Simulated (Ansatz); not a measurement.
Isolated molecules relaxed with PBE0-D4/def2-TZVP in Ansatz; ΔE leaves out vibrations. CCSD(T)/CBS adds triple-zeta CCSD(T) − MP2 to the extrapolated MP2 energy (def2 sets, frozen cores). This one scheme is used for every species. Functionals use def2-TZVPP. HSE06 is defined as in plane-wave codes. Each species was taken in one conformer, which may not be the lowest.

`F[SiH2]P[SiH3]` → `[SiH3]P` + `F[SiH]`  (silylene formation by 1,1-elimination)

| level | ΔE (eV) |
| --- | --- |
| revPBE-D4 | 2.36 |
| r2SCAN0-D4 | 2.63 |
| ωB97X-V | 2.44 |
| PBE | 2.29 |
| HSE06 | 2.43 |
| HF/def2-SVP | 2.11 |
| CCSD(T)/def2-TZVPP | 2.30 |
| MP2/CBS(def2) | 2.59 |

Q: What does CCSD(T)/CBS give? (Best estimate.)

A: Ansatz gave: +2.38 eV. The listed levels differ from it by -0.02, 0.25, 0.06, -0.09, 0.05, -0.27, -0.08, 0.21 eV.

Largest T1 diagnostic among the species: 0.015.

From PBE to PBE0 (25 % exact exchange), in def2-TZVPP and without D4, ΔE moves by +0.14 eV. At CCSD(T), def2-SVP lies −0.26 eV from the extrapolated value and def2-TZVPP −0.09 eV. The D4 term adds +0.17 eV with B3LYP and +0.09 eV with PBE0; it sums over pairs of atoms, weighted by their polarisabilities, and B3LYP, whose exchange is more repulsive, gets the larger term.

B3LYP here is the variant with VWN-RPA as its local correlation; programs differ in this.
